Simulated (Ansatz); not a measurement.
Relaxation of H4O3Si (8 atoms, charge 0, multiplicity 1), to a largest force component of 0.02 eV/Å in at most 40 steps.

The calculation used Ansatz 0.2.0, RKS B3LYP/def2-SVPD.

```xyz
8
Properties=species:S:1:pos:R:3
Si 0.000 0.000 0.000
H 0.000 0.000 1.460
O 1.584 0.000 -0.559
H 1.901 -0.952 -0.676
O -0.791 1.371 -0.559
H -1.749 1.140 -0.782
O -0.791 -1.371 -0.559
H -1.246 -1.837 0.213
```

Where does it end, and by what steps?

It converged. After 16 steps the energy has fallen by 0.352 eV; H6 moved furthest, 0.77 Å.

| step | energy less start (eV) | largest force component (eV/Å) | accepted |
| --- | --- | --- | --- |
| 0 | 0.0000 | 1.945 | yes |
| 1 | -0.1725 | 0.781 | yes |
| 2 | -0.2184 | 0.324 | yes |
| 3 | -0.2358 | 0.161 | yes |
| 4 | -0.2428 | 0.065 | yes |
| 5 | -0.2652 | 0.346 | yes |
| 6 | -0.2716 | 0.700 | yes |
| 7 | -0.3145 | 0.506 | yes |
| 8 | -0.3329 | 0.381 | yes |
| 9 | -0.3473 | 0.069 | yes |
| 10 | -0.3467 | 0.490 | no |
| 11 | -0.3501 | 0.053 | yes |
| 12 | -0.3484 | 0.393 | no |
| 13 | -0.3519 | 0.029 | yes |
| 14 | -0.3522 | 0.036 | yes |
| 15 | -0.3523 | 0.058 | yes |
| 16 | -0.3523 | 0.005 | yes |

```xyz
8
Properties=species:S:1:pos:R:3
Si -0.063 -0.080 0.149
H 0.083 0.044 1.612
O 1.374 0.064 -0.673
H 1.827 -0.745 -0.933
O -1.062 1.175 -0.273
H -1.166 1.404 -1.202
O -0.638 -1.591 -0.272
H -1.448 -1.920 0.128
```

Whether the end is a true minimum wasn't checked by a vibrational analysis.

Run time: 27 s on 2 threads of Intel(R) Xeon(R) 6975P-C (Granite Rapids), with other jobs on the host, peak memory 0.27 GiB.
